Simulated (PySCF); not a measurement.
Electrostatic solvation of a mixed set.

Level: PBE0/pcSseg-1 in PySCF, non-relativistic, each on one gas-phase PBE0-D3(BJ)/def2-SVP geometry that isn't relaxed in the solvent. The solvent is an IEF-PCM continuum (van der Waals radii × 1.2). The model holds no explicit solvent molecules, cavitation or dispersion.

Question: Order them by E(solvent) − E(gas) in chloroform (ε = 4.711), most negative first (kcal/mol).
A. `[CH3:1][CH2:2][CH2:3][CH2:4][S:5][Si:6]([CH3:7])([CH3:8])[CH3:9]` with C1–C2–C3–C4 -66°, C2–C3–C4–S5 -176°, C3–C4–S5–Si6 -72° (Me3SiSBu)
B. `[SiH3:1][O:2][SiH2:3][O:4][SiH2:5][CH:6]1[CH2:7][CH2:8]1` with Si1–O2–Si3–O4 -6°, O2–Si3–O4–Si5 54°, Si3–O4–Si5–C6 -31°, O4–Si5–C6–C7 -87°
C. `[CH3:1][CH2:2][S:3](=[O:4])(=[O:5])[N-:6][S:7]([CH3:8])(=[O:9])=[O:10]` (charge -1) with C1–C2–S3–O4 -178°, C2–S3–N6–S7 -69°, S3–N6–S7–C8 -72°

Answer: C (-45.0), A (-2.9), B (-1.3).

```csv
SMILES,charge,ΔE (kcal/mol),polarisation term (kcal/mol),HOMO shift (eV),dipole gas (D),dipole solvent (D),atoms
CCS(=O)(=O)[N-]S(C)(=O)=O,-1,-45.0,-46.6,-3.27,–,–,18
CCCCS[Si](C)(C)C,0,-2.9,-3.2,-0.12,2.01,2.60,27
[SiH3]O[SiH2]O[SiH2]C1CC1,0,-1.3,-1.4,+0.11,1.50,1.78,20
```

The ion comes first with 45.0 kcal/mol, the neutral species gain 2.9 at most. The polarisation term is half the interaction of the solute with the induced surface charges. No dipole is given for ions, as it depends on the origin.
